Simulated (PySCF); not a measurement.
## Circular dichroism: `C[C@H]1[SiH2][C@@H]1N(C)C`, C₅H₁₃NSi

Geometry (Å), atoms numbered from 1 in this order:
```xyz
20

C     2.5003   -0.1440    0.6578
C     1.3646    0.4712   -0.1236
Si    0.9556   -0.0032   -1.9048
C     0.0779   -0.3499   -0.2676
N    -1.1459    0.3449    0.0192
C    -1.3402    0.5148    1.4454
C    -2.2835   -0.3006   -0.5973
H     2.2777   -0.1444    1.7262
H     2.6660   -1.1739    0.3480
H     3.4238    0.4120    0.5035
H     1.1770    1.5027    0.1568
H     0.3970    1.0080   -2.7785
H     1.7036   -1.0926   -2.5091
H     0.1361   -1.3573    0.1652
H    -1.4592   -0.4463    1.9722
H    -2.2294    1.1208    1.6191
H    -0.4790    1.0333    1.8624
H    -2.4545   -1.3207   -0.2152
H    -2.1157   -0.3583   -1.6726
H    -3.1774    0.2941   -0.4101
```

Computed, not measured: TDDFT PBE0/def2-SVPD circular dichroism and optical rotation, one conformer, gas phase in PySCF. Geometry: GFN2-xTB.

The molecule is flexible and this is one conformer; a measurement averages over conformers. States above about 6.0 eV (minus the energy of the highest occupied orbital) lie near or above the ionisation threshold and depend on the basis.

(1) Assign R or S to each stereocentre.

(2) List the lowest 12 singlet excitations with oscillator and rotatory strengths.

Results:

(1) C2 R, C4 S.

(2) Rotatory strengths R in 10⁻⁴⁰ esu² cm², velocity form and length form (origin at the centre of mass); f in length form.
```
state  E (eV)  λ (nm)      f  R (velocity)  R (length)                                    main
    1    5.19     239  0.076         +31.4       +30.6                          HOMO→LUMO 0.95
    2    5.78     214  0.007          +9.4        +9.3                        HOMO→LUMO+1 0.94
    3    6.12     203  0.008          -0.4        +0.2      HOMO→LUMO+3 0.82, HOMO→LUMO+2 0.08
    4    6.15     202  0.017          +7.1        +8.3      HOMO→LUMO+2 0.78, HOMO−1→LUMO 0.12
    5    6.20     200  0.083          +4.8        +4.3      HOMO−1→LUMO 0.69, HOMO→LUMO+2 0.10
    6    6.39     194  0.069         -61.5       -60.8      HOMO→LUMO+4 0.42, HOMO→LUMO+5 0.34
    7    6.49     191  0.013          -9.9        -8.7      HOMO→LUMO+5 0.45, HOMO→LUMO+4 0.38
    8    6.72     185  0.009         -16.4       -16.0                      HOMO−1→LUMO+1 0.76
    9    6.81     182  0.015         +43.8       +44.5      HOMO−2→LUMO 0.74, HOMO→LUMO+7 0.10
   10    6.91     179  0.021         -18.4       -18.8    HOMO→LUMO+6 0.62, HOMO−1→LUMO+2 0.14
   11    6.99     177  0.059         -59.6       -60.0    HOMO→LUMO+7 0.61, HOMO−1→LUMO+2 0.10
   12    7.07     175  0.003          +1.4        +0.5  HOMO−1→LUMO+2 0.45, HOMO−1→LUMO+3 0.32
```

For state 3 the two forms differ in sign, so the sign of R isn't settled.

Among the states computed, the strongest CD band (largest |R|) is state 6. The largest dissymmetry factor in size, g = 4R/(D+G), with D and G the electric and magnetic dipole strengths, is +0.03 for state 9 (velocity form, f = 0.015), among bands with |R| over 0.5. The mirror image has the same energies and oscillator strengths and all R with the opposite sign.
